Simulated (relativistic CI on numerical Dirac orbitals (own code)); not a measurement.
**What each ingredient does to the levels of Eu4+**

Base calculation: Dirac-Coulomb-Breit CI, separate exchange-only KLI orbitals for each configuration, a model potential for QED, valence Slater integrals scaled by 0.85, P86 correlation energy added to each configuration.

Configurations in the expansion (outside the closed core [Kr] 4d10 5p6): 4f⁵5s², 4f⁴5s²5d, 4f⁴5s²6s, 4f⁴5s²6p, 4f⁴5s²7s, 4f⁷, 4f³5s²6s². Levels of other configurations are missing.

Variants: (1) valence Slater integrals scaled by 0.75; (2) self-excluded LDA correlation estimate; (3) QED terms removed; (4) non-relativistic limit. Shifts of the energy above 4f⁵5s² ⁶H°5/2, in cm⁻¹, for the lowest level and the first level of each name with at least 55 % of one term (blank where a level changes its place among those of its configuration and J or its character, or is not in the variant):

```csv
Level,Base,Δ(1),Δ(2),Δ(3),Δ(4)
4f⁵5s² ⁶H°5/2,0.0,0.0,0.0,0.0,0.0
4f⁵5s² ⁶H°7/2,1300.4,+44.9,0.0,-8.1,-1300.4
4f⁵5s² ⁶H°9/2,2795.4,+67.6,0.0,-16.5,-2795.4
4f⁵5s² ⁶H°11/2,4412.7,+61.2,0.0,-24.6,-4412.7
4f⁵5s² ⁶H°13/2,6099.1,+24.8,0.0,-31.9,-6099.1
4f⁵5s² ⁶F°1/2,7772.3,-659.2,0.0,-10.3,-1471.3
4f⁵5s² ⁶H°15/2,7808.8,-43.7,0.0,-38.3,-7808.7
4f⁵5s² ⁶F°3/2,8029.5,-700.2,0.0,-10.1,-1728.4
4f⁵5s² ⁶F°5/2,8602.3,-742.1,0.0,-11.6,-2301.3
4f⁵5s² ⁶F°7/2,9688.3,-715.2,0.0,-17.9,-3387.3
4f⁵5s² ⁶F°9/2,11177.3,-688.6,0.0,-26.3,-4876.3
4f⁵5s² ⁶F°11/2,12914.4,-692.1,0.0,-35.0,-6613.3
4f⁵5s² ⁴F°3/2,20283.6,-2225.2,0.0,-5.6,+1041.6
4f⁵5s² ⁴M°15/2,21091.8,-2467.2,0.0,-2.3,
```

At this charge configurations can still be misplaced by up to about 7 % of their energy. Levels and lines within the n = 5 or 6 shells can be off by up to 10 % or somewhat more, and those that change n by about 2 %, since core polarisation is missing.

Ionisation energy from the two ground configurations alone: base 70.43 eV; valence Slater integrals scaled by 0.75 70.64 eV; self-excluded LDA correlation estimate 70.68 eV.

LS names give the leading component of a level, which can be under half, so a name can repeat, a term be missing and a line seem to break the LS rules.
